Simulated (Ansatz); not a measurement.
`C[SiH2][SnH2][F]` + `CBS` → `CBS[SiH2]C` + `[F][SnH3]`  (cleavage of the Si–Sn bond)

Isolated molecules relaxed with PBE0-D4/def2-TZVP in Ansatz; ΔE leaves out vibrations. CBS: MP2 limit from def2 TZ/QZ plus the TZ coupled-cluster correction, frozen cores. Functionals use def2-TZVPP. B3LYP here is the variant with VWN-RPA as its local correlation; programs differ in this. Elements past krypton have def2 core potentials. For Sn outer-core shells are correlated without core-valence functions, which leaves a few kJ/mol of doubt a bond. One conformer a species, not always the lowest.

`C[SiH2][SnH2][F]`:

Cartesian coordinates in Å:
```
C 0.656 1.439 0.815
Si -0.841 0.393 0.408
Sn -0.097 -1.668 -0.928
F 1.177 -0.918 -2.185
H 1.189 1.707 -0.100
H 0.356 2.358 1.324
H 1.346 0.896 1.464
H -1.821 1.143 -0.422
H -1.539 -0.074 1.638
H 0.825 -2.838 -0.087
H -1.250 -2.438 -1.927
```

`CBS`:

Z-matrix (Å, degrees):
```
C
B 1 1.558
H 1 1.096 2 109.5
H 1 1.096 2 109.6 3 115.0
H 1 1.092 2 115.2 3 -122.5
S 2 1.782 1 119.7 3 122.5
H 2 1.195 1 121.8 3 -57.5
H 6 1.343 2 98.9 1 -180.0
```

`CBS[SiH2]C`:

Cartesian coordinates in Å:
```
C 2.144 -1.776 -0.584
B 0.865 -1.008 -0.136
S -0.401 -0.565 -1.321
Si -1.781 0.456 -0.017
C -1.074 2.069 0.589
H 2.198 -1.995 -1.652
H 2.215 -2.719 -0.030
H 3.035 -1.206 -0.297
H 0.708 -0.707 1.015
H -2.119 -0.438 1.119
H -3.002 0.687 -0.833
H -0.163 1.896 1.165
H -1.795 2.583 1.231
H -0.831 2.724 -0.251
```

`[F][SnH3]`:

Z-matrix (Å, degrees):
```
Sn
F 1 1.926
H 1 1.701 2 104.7
H 1 1.701 2 104.7 3 -120.0
H 1 1.701 2 104.7 3 120.0
```

```csv
level,ΔE (kJ/mol)
PBE0-D4,-23.5
ωB97X-V,-28.0
PBE,-16.6
B3LYP,-19.5
MP2/def2-TZVPP,-33.6
MP2/def2-QZVPP,-31.9
HF/CBS(def2),-32.5
CCSD/CBS(def2),-24.6
```

What does CCSD(T)/CBS give? (Estimate.)

The calculation gave: -25.6 kJ/mol. The listed levels differ from it by 2.1, -2.4, 9.0, 6.1, -8.0, -6.3, -6.9, 1.0 kJ/mol.

Largest T1 diagnostic among the species: 0.014.

The D4 term adds −4.1 kJ/mol with B3LYP and −2.2 kJ/mol with PBE0; it sums over pairs of atoms, weighted by their polarisabilities, and B3LYP, whose exchange is more repulsive, gets the larger term. From PBE to PBE0 (25 % exact exchange), in def2-TZVPP and without D4, ΔE moves by −4.7 kJ/mol.
